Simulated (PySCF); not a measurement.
# Stretching SnI

Set-up: basis Sn def2-TZVPPD with ECP28, I def2-TZVPPD with ECP28; scalar-relativistic core potentials; PySCF 2.14. Energies in eV from Sn + I in their ground configurations at the same level. State: ²Π (doublet), unpaired electrons π ↑.

All columns are PBE0. A positive dipole means Sn(−)I(+).

```csv
R (Å),E (eV),μ (D),Mulliken charge on Sn (basis-dependent),HOMO (eV),LUMO (eV),Mayer bond order,⟨S²⟩
2.343,-2.099,-0.11,0.15,-4.47,-2.76,1.26,0.75
2.452,-2.660,-0.71,0.17,-4.62,-2.90,1.22,0.75
2.561,-2.958,-1.33,0.19,-4.77,-3.04,1.18,0.75
2.642,-3.060,-1.80,0.20,-4.89,-3.15,1.15,0.75
2.724,-3.085,-2.27,0.21,-5.00,-3.25,1.13,0.75
2.806,-3.054,-2.73,0.23,-5.11,-3.35,1.10,0.75
2.915,-2.950,-3.34,0.26,-5.26,-3.48,1.06,0.75
3.051,-2.755,-4.09,0.31,-5.43,-3.65,1.02,0.76
3.214,-2.470,-4.95,0.36,-5.63,-3.83,0.96,0.76
3.432,-2.062,-6.02,0.42,-5.85,-4.05,0.89,0.76
```

A fit through these points gives, at Re = 2.716 Å, μ = -2.22 D and dμ/dR = -5.71 D/Å; the reduced mass is 61.65 u.

Question: How strong is the fundamental in the double-harmonic approximation, I = 42.26·(dμ/dR)²/μred km/mol?

Answer: I = 42.26·(-5.71)²/61.65 = 22.3 km/mol at PBE0.

Spin–orbit coupling is left out, which matters for elements this heavy, above all for dissociation energies. The state was picked by a PBE0 search and need not be the measured ground state.
